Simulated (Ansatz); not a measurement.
Job for Ansatz (a program for electronic structure): U-B2PLYP/def2-TZVPP on GaNi, 2S+1 = 2, a spin state set in the input, which need not be the lowest, a point of a bond scan (R = 2.402 Å).

Ansatz 0.2 input:
```yaml
crystal:
  periodic: [false, false, false]
  atoms:
    - {symbol: Ni, position_ang: [0.00000000, 0.00000000, 0.00000000]}
    - {symbol: Ga, position_ang: [0.00000000, 0.00000000, 2.40179800]}
basis:
  gaussian:
    orbitals: def2-TZVPP
    pivot_positions_ang: [[0.00000000, 0.00000000, 0.00000000], [0.00000000, 0.00000000, 2.40179800]]
hamiltonian:
  xc: {name: B2PLYP}
magnetization: {spin_polarized: true, initial_magnetization: 1}
correlation: {electrons: valence}
output: {orbitals: {seedname: ./end}}
```

The log:

```
WARN ansatz: RAYON_NUM_THREADS=1 ignored (pool sized by the plan → 1); use --threads N
Functional definition: B2PLYP
integrals: 0.09 GiB planned
840 factors; integrals over basis functions are off by at most 3.8e-4 eV
mean field: 0.73 GiB planned
mean field evaluation 1: about -93373.3122 eV, gradient 9.7e1 eV
mean field evaluation 2: about -93373.3361 eV, gradient 9.7e1 eV
mean field evaluation 4: about -93375.2961 eV, gradient 8.3e1 eV
mean field evaluation 8: about -93375.2963 eV, gradient 8.3e1 eV
mean field evaluation 16: about -93397.3646 eV, gradient 1.7e0 eV
mean field evaluation 32: about -93397.7187 eV, gradient 3.4e-6 eV
mean field evaluation 64: about -93397.7186 eV, gradient 2.5e-1 eV
mean field evaluation 96: about -93334.3673 eV, gradient 1.0e2 eV
mean field -93397.71871377 eV, -3432.3028554836 hartree, gradient 4.8e-6 eV, S^2 0.765915; 6 other end points of the search recorded, 0 dependent functions left out
14 core orbitals not correlated, not the lowest: weight in the atoms' cores, before any rotation towards them, 1.000 or more for the frozen orbitals, at most 0.000 for the correlated occupied ones
reference -93397.71882621 eV, -3432.3028596155 hartree; 16, 15 occupied and 82, 83 virtual orbitals, 840 factors
second order -32.85400655 eV of doubles, -0.00000000 eV of singles
Total energy: -93406.58940797 eV, -3432.6288474827 hartree
```

The run converged.

Cost: very roughly 23 core-seconds.
